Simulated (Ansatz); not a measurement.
Calculated with Ansatz (gas phase, PBE0-D4/def2-TZVP geometries, no zero-point term in ΔE). CCSD(T)/CBS is the MP2 limit (def2-TZVPP, def2-QZVPP) plus CCSD(T) − MP2 in def2-TZVPP, frozen cores. This one scheme is used for every species. DFT in def2-TZVPP. B3LYP here is the variant with VWN-RPA as its local correlation; programs differ in this. One conformer a species, not always the lowest.

Consider the cleavage of the B–Si bond: `FC[SiH2]BS` + `N[SiH3]` → `[SiH3]NBS` + `FC[SiH3]`.

```tsv
level	ΔE (kJ/mol)
ωB97X-V	-124.8
B3LYP	-127.9
MP2/def2-TZVPP	-132.0
CCSD/def2-TZVPP	-128.0
CCSD(T)/def2-TZVPP	-126.4
MP2/def2-QZVPP	-131.0
MP2/CBS(def2)	-129.9
CCSD/CBS(def2)	-126.0
```

(1) What does CCSD(T)/CBS give? (Best estimate.)

Largest T1 diagnostic among the species: 0.014.

## Answers

(1) Computed: -124.4 kJ/mol. The listed levels differ from it by -0.4, -3.5, -7.6, -3.6, -2.0, -6.6, -5.5, -1.6 kJ/mol.

In def2-TZVPP, CCSD(T) changes the Hartree–Fock value by +13.4 kJ/mol (the triples alone add +1.6 kJ/mol) and MP2 by +7.8 kJ/mol. From PBE to PBE0 (25 % exact exchange), in def2-TZVPP and without D4, ΔE moves by −4.4 kJ/mol.
